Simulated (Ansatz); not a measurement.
Compare A (`BS[CH](F)[GeH3]`) with its isomer B (`BC[S][GeH2][F]`).

Isolated molecules relaxed with PBE0-D4/def2-TZVP in Ansatz; ΔE leaves out vibrations. CCSD(T)/CBS is the MP2 limit (def2-TZVPP, def2-QZVPP) plus CCSD(T) − MP2 in def2-TZVPP, frozen cores. DFT in def2-TZVPP. B3LYP here is the variant with VWN-RPA as its local correlation; programs differ in this. For Ge outer-core shells are correlated without core-valence functions, which leaves a few kJ/mol of doubt a bond. Scalar relativity is left out up to krypton. One conformer a species, not always the lowest.

Q: Which is lower in electronic energy at CCSD(T)/CBS, and by how much? (An estimate is asked.)

A: Ansatz gave: B, by 122.2 kJ/mol.

Q: Give E(B) − E(A) in kJ/mol with B3LYP, ωB97M-V, CCSD/def2-TZVPP, B2PLYP, PBE-D4, r2SCAN-D4, CCSD(T)/def2-TZVPP. (Best estimate.)

A: Ansatz gave: B3LYP -120.2, ωB97M-V -121.5, CCSD/def2-TZVPP -124.7, B2PLYP -124.1, PBE-D4 -106.0, r2SCAN-D4 -117.5, CCSD(T)/def2-TZVPP -119.6. None reverses the order clearly.

Largest T1 diagnostic: 0.014.

From PBE to PBE0 (25 % exact exchange), in def2-TZVPP and without D4, E(B) − E(A) moves by −10.4 kJ/mol. In def2-TZVPP, CCSD(T) changes the Hartree–Fock value by +28.3 kJ/mol (the triples alone add +5.1 kJ/mol) and MP2 by +18.5 kJ/mol.
